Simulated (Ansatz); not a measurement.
Species: C$_{2}$H$_{6}$AlF, SMILES `[CH3][Al]([CH3])[F]` (charge 0, multiplicity 1), formula C2H6AlF.

Problem. How many basis functions does frozen-core CCSD(T)/cc-pVTZ // B3LYP-D3(BJ)/def2-TZVP in Ansatz (a first-principles code) use, how many core orbitals are frozen, and how many electrons are correlated?

Solution. 208 basis functions and 8 frozen orbitals, which leaves 24 correlated electrons. Core time is of the order of minutes.
